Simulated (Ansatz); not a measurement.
Consider the ligand exchange at the Si–O bond: `OC[SiH2]O` + HBr → `OC[SiH2]Br` + H₂O.

Isolated molecules relaxed with PBE0-D4/def2-TZVP in Ansatz; ΔE leaves out vibrations. CBS: MP2 limit from def2 TZ/QZ plus the TZ coupled-cluster correction, frozen cores. This one scheme is used for every species. DFT in def2-TZVPP. For Br outer-core shells are correlated without core-valence functions, which leaves a few kJ/mol of doubt a bond. Scalar relativity is left out up to krypton. Each species was taken in one conformer, which may not be the lowest.

`OC[SiH2]O`:

```xyz
10

O     0.840   -1.081   -1.264
C     0.282   -1.077    0.044
Si    0.032    0.688    0.644
O    -0.715    1.522   -0.579
H     0.366   -0.430   -1.792
H     0.984   -1.610    0.694
H    -0.662   -1.644    0.077
H    -0.791    0.718    1.888
H     1.335    1.358    0.863
H    -1.672    1.557   -0.574
```

HBr:

```xyz
2

Br    0.584    0.079    0.396
H    -0.584   -0.079   -0.396
```

`OC[SiH2]Br`:

Z-matrix (Å, degrees):
```
C
Si 1 1.884
O 1 1.415 2 112.3
H 1 1.100 2 110.0 3 -125.5
H 1 1.095 2 108.7 3 118.1
Br 2 2.234 1 105.9 3 53.9
H 2 1.484 1 112.3 3 171.7
H 2 1.481 1 112.3 3 -62.5
H 3 0.963 1 108.2 2 -54.6
```

H₂O:

```xyz
3

O    -0.331    0.176   -0.104
H    -0.218   -0.733    0.182
H     0.549    0.557   -0.078
```

```tsv
level	ΔE (kcal/mol)
r2SCANh-D4	-2.7
SCS-MP2/def2-TZVPP	-1.6
```

(1) What does CCSD(T)/CBS give? (An estimate is asked.)

Largest T1 diagnostic among the species: 0.011.

Results:

(1) Computed: -3.5 kcal/mol. The listed levels differ from it by 0.8, 1.9 kcal/mol.

The D4 term adds −1.0 kcal/mol with B3LYP and −0.6 kcal/mol with PBE0; it sums over pairs of atoms, weighted by their polarisabilities, and B3LYP, whose exchange is more repulsive, gets the larger term. Leaving LDA and LC-ωPBE aside and taking each functional with its dispersion term where it has one, the values, not all of them listed here, spread over 4.0 kcal/mol, from HSE06-D4 to CAM-B3LYP-D4. LDA lies +1.1 kcal/mol from PBE without D4.

B3LYP here is the variant with VWN-RPA as its local correlation; programs differ in this.
